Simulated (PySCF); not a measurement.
## SnC at PBE

Level: PBE. Sn def2-TZVPP with ECP28, C def2-TZVPP; scalar-relativistic core potentials (PySCF 2.14).

```json
{
 "state": "³Π (triplet), unpaired electrons σ ↑, π ↑",
 "bond length": "2.013 Å",
 "harmonic wavenumber": "669 cm⁻¹",
 "force constant": "2.88 mdyn/Å",
 "rotational constant Be": "0.3812 cm⁻¹",
 "anharmonicity ωexe": "4.49 cm⁻¹",
 "vibration–rotation constant αe": "0.00298 cm⁻¹",
 "well depth De to Sn + C": "3.63 eV",
 "dissociation energy D0": "3.59 eV",
 "bond order (Mayer)": "2.14",
 "dipole moment (positive dipole means Sn(−)C(+))": "-2.66 D"
}
```

These are scalar-relativistic numbers at best; spin–orbit coupling would shift them, the dissociation energy most. The state is the lowest determinant that a PBE0 search found; another state may lie lower at other levels.
